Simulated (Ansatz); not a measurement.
Breaking a bond: SMILES [OH2+][AlH3-] (H5AlO). The Al1–O5 bond (Al1 also carries H, H, H; O5 carries H, H) is stretched with both fragments frozen at the PBE0/def2-TZVP optimised geometry.

Method: CCSD(T) on UHF/cc-pVTZ, frozen core (Ansatz, a quantum-chemistry and plane-wave program).

The batch members p0 to p5 hold the bond at 1.64, 1.73, 1.81, 1.91, 1.99, 2.03 Å.

Ansatz input:

Ansatz 0.2 input:
```yaml
# input.yaml
basis:
  gaussian: { orbitals: cc-pvtz }
correlation:
  method: ccsd_t
  electrons: outside_noble_gas
scf:
  omitted_lower_state_checks: [cluster_reference, increment]
batch:
  members: [p0.yaml, p1.yaml, p2.yaml, p3.yaml, p4.yaml, p5.yaml]

# p3.yaml, one of the 6 members of this batch
crystal:
  periodic: [false, false, false]
  atoms:
    - { symbol: Al, position_ang: [0.0, 0.0, 0.0] }
    - { symbol: H, position_ang: [1.37225926, -0.81355597, -0.1543887] }
    - { symbol: H, position_ang: [0.0, 1.55097307, -0.35924156] }
    - { symbol: H, position_ang: [-1.37210855, -0.81362687, -0.15529867] }
    - { symbol: O, position_ang: [0.0, 0.0, 1.91] }
    - { symbol: H, position_ang: [-0.77853453, -0.44520458, 2.26201754] }
    - { symbol: H, position_ang: [0.77732248, -0.44793557, 2.2612496] }
total_charge: 0
magnetization:
  spin_polarized: true
```

Lines of the output on each member:

```
Member 0: Total energy: -8710.12868075 eV, -320.0913250801 hartree
Member 0: Checks for a lower state left out: cluster_reference, increment
Member 1: Total energy: -8710.66451675 eV, -320.1110166900 hartree
Member 1: Checks for a lower state left out: cluster_reference, increment
Member 2: Total energy: -8710.94643380 eV, -320.1213769505 hartree
Member 2: Checks for a lower state left out: cluster_reference, increment
Member 3: Total energy: -8711.13011442 eV, -320.1281270888 hartree
Member 3: Checks for a lower state left out: cluster_reference, increment
Member 4: Total energy: -8711.18827093 eV, -320.1302643012 hartree
Member 4: Checks for a lower state left out: cluster_reference, increment
Member 5: Total energy: -8711.19705978 eV, -320.1305872856 hartree
Member 5: Checks for a lower state left out: cluster_reference, increment
```
